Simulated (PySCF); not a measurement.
## Broadened absorption spectrum of C6H7FSi

Compound: C6H7FSi.
Numbering: `[CH2:1]=[CH:2][C:3]#[C:4][C:5](=[CH2:6])[SiH2:7][F:8]` (hydrogens: H9, H10 on C1; H11 on C2; H12, H13 on C6; H14, H15 on Si7)

Structure used (GFN2-xTB), in Å, numbered top down from 1:
```xyz
15
C6H7FSi angstrom
C      3.093    0.735    1.395
C      2.671    0.263    0.226
C      1.312    0.151   -0.118
C      0.147    0.064   -0.433
C     -1.222   -0.067   -0.736
C     -1.740    0.466   -1.847
Si    -2.264   -1.023    0.520
F     -3.778   -1.012   -0.036
H      4.141    0.813    1.627
H      2.400    1.066    2.151
H      3.374   -0.061   -0.533
H     -1.137    1.016   -2.553
H     -2.788    0.371   -2.076
H     -1.889   -2.428    0.584
H     -2.322   -0.346    1.808
```

Theory: TDDFT CAM-B3LYP/def2-SVPD, vertical, gas phase, core orbitals frozen in the response in PySCF 2.14.0, density-fitted response routines. GFN2-xTB frequencies show an imaginary mode (21i cm⁻¹), so this geometry is no minimum at that level.

Computed states:

```csv
state,E (eV),f
S1,4.69,0.076
S2,4.87,0.178
S3,5.37,0.028
S4,6.23,0.711
S5,6.43,0.0055
S6,6.68,0.0049
S7,6.96,0.027
S8,6.99,0.011
```

Each state is given a Gaussian of 0.4 eV full width at half maximum, with ε(max) = 2.175×10⁸ f / Δν̃ (Δν̃ the width in cm⁻¹). The width is an assumption, not a result. The curve ends short of the highest state used, and states not computed would add to its high-energy end.

Question: Give the broadened spectrum and its maxima.

Answer: 
E (eV), ε (L mol⁻¹ cm⁻¹) and a bar:
```
     4.09         11 
     4.17         53 
     4.24        176 
     4.32        569 
     4.40       1515 #
     4.48       3354 ##
     4.56       6249 ####
     4.64       9883 ######
     4.72      13315 ########
     4.80      15228 #########
     4.88      14664 #########
     4.96      11799 #######
     5.04       7974 #####
     5.12       4760 ###
     5.20       2935 ##
     5.28       2271 #
     5.36       2065 #
     5.44       1779 #
     5.52       1297 #
     5.59        863 #
     5.67        626 
     5.75       1108 #
     5.83       3238 ##
     5.91       8559 #####
     5.99      18355 ###########
     6.07      31575 ####################
     6.15      43536 ###########################
     6.23      48125 ##############################
     6.31      42686 ###########################
     6.39      30442 ###################
```

Maxima: 257 nm (4.82 eV), ε about 15000, made up of S1 (24%) and S2 (76%); 199 nm (6.23 eV), ε about 48000, made up of S4 (100%) (ε in L mol⁻¹ cm⁻¹; maxima over ε = 5, shares over 10%).

Question: Coming from long wavelengths, where does ε first pass 100 L mol⁻¹ cm⁻¹?

Answer: At about 295 nm (4.21 eV), 0.48 eV below S1.

Question: On this curve, what absorbance would a 10⁻⁵ mol/L sample give at 280 nm over a 1 cm path?

Answer: 280 nm is 4.428 eV, where ε is about 2000 L mol⁻¹ cm⁻¹, so A = ε c l ≈ 0.02 (Beer–Lambert, with the gas-phase spectrum and the assumed width).

Question: What would ε be at 6.23 eV, the highest of these maxima, with half the width (0.2 eV)?

Answer: About 95800 L mol⁻¹ cm⁻¹ against 48100, a factor of about 1.99; a lone state at its own centre would give exactly 2.

The run took 63 s wall on Arm Neoverse V1, one thread, shared host with 32 logical CPUs at a one-minute load of 29, and the process peaked at 1.0 GiB of memory.

One conformer stands for the species.
